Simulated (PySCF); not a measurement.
An unknown gives this computed stick spectrum. The calculation used TDDFT PBE0/def2-SVPD, vertical, gas phase, core orbitals frozen in the response in PySCF. Geometries: GFN2-xTB, one conformer each.

```json
{"state": "S1", "E (eV)": "5.07", "λ (nm)": "244.8", "f": "0.0001"}
{"state": "S2", "E (eV)": "5.41", "λ (nm)": "229.2", "f": "0.360"}
{"state": "S3", "E (eV)": "5.99", "λ (nm)": "207.0", "f": "0.0001"}
{"state": "S4", "E (eV)": "6.45", "λ (nm)": "192.2", "f": "0.0003"}
{"state": "S5", "E (eV)": "6.97", "λ (nm)": "177.9", "f": "0.0025"}
{"state": "S6", "E (eV)": "7.03", "λ (nm)": "176.4", "f": "0.056"}
```

Question: Which candidate is it? All have the formula C8H10.
A. `Cc1cccc(C)c1`
B. `C#CCCC(=C)C=C`
C. `C=CC#CC1CCC1`

Answer: C. Its S1, at 5.07 eV, is the lowest among the candidates; the nearest of the others has S1 at 5.35 eV. S1 is HOMO-1→LUMO (98%). Löwdin shares by element: HOMO carbon 83% or more (atoms not listed hold the other 17%); LUMO carbon 79% or more (atoms not listed hold the other 21%). At the same level the other candidates give, for their lowest levels:
- `C#CCCC(=C)C=C`: 5.63 eV (f 0.387); 5.95 eV (f 0.007); 6.07 eV (f 0.133); 6.53 eV (f 0.002); 6.76 eV (f 0.001); T1 3.18 eV; HOMO -6.88, LUMO -1.00 eV
- `Cc1cccc(C)c1`: 5.35 eV (f 0.004); 6.01 eV (f 0.011); 6.58 eV (f 0.000); 6.81 eV (f 0.423); 6.81 eV (f 0.026); T1 4.06 eV; HOMO -6.80, LUMO -0.09 eV
Triplets come from the Tamm–Dancoff approximation.
